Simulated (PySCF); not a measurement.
Al(Br)(vinyl)(NH2) (C2H5AlBrN), SMILES C=[CH][Al]([NH2])[Br]. Atoms are numbered in the order given.

```xyz
10

Al     0.6356     0.0923    -0.0439
Br    -1.5463     0.0912     0.5304
C      1.2551    -0.9105    -1.5784
C      2.5508    -0.9305    -1.9284
H      0.5638    -1.4916    -2.2047
H      2.9222    -1.4938    -2.7951
H      3.3185    -0.3823    -1.3656
N      1.7240     1.0431     0.9703
H      1.4250     1.5756     1.7808
H      2.7250     1.1431     0.8399
```
Charge 0, spin multiplicity 1.

Coordinates come from a ωB97X-D3(BJ)/def2-SVP optimisation. The structure was generated by enumeration; whether it is a known compound was not checked. The values are those of a single conformer.

Two levels are set side by side: PBE/pcSseg-1 (PySCF) and KT2/pcSseg-1 (PySCF). GIAO shifts against NH3 (¹⁵N), TMS (¹H), TMS (¹³C) at the same level; non-relativistic, no solvent, atoms listed together averaged. Without spin–orbit terms, shifts of atoms bonded to Cl or Br come out too high at both levels. Differences are taken from unrounded values.

| quantity | KT2 | PBE | PBE minus KT2 |
|---|---|---|---|
| δ(¹³C) of C3 (ppm) | 135.9 | 146.2 | 10.3 |
| δ(¹³C) of C4 (ppm) | 142.0 | 151.3 | 9.2 |
| δ(¹H) of H5 (ppm) | 6.27 | 6.56 | 0.29 |
| δ(¹⁵N) of N8 (ppm) | 38.3 | 40.6 | 2.3 |

Rough cost on one machine, each run with all the roots and properties that it gave: KT2 against PBE within a factor of 2.
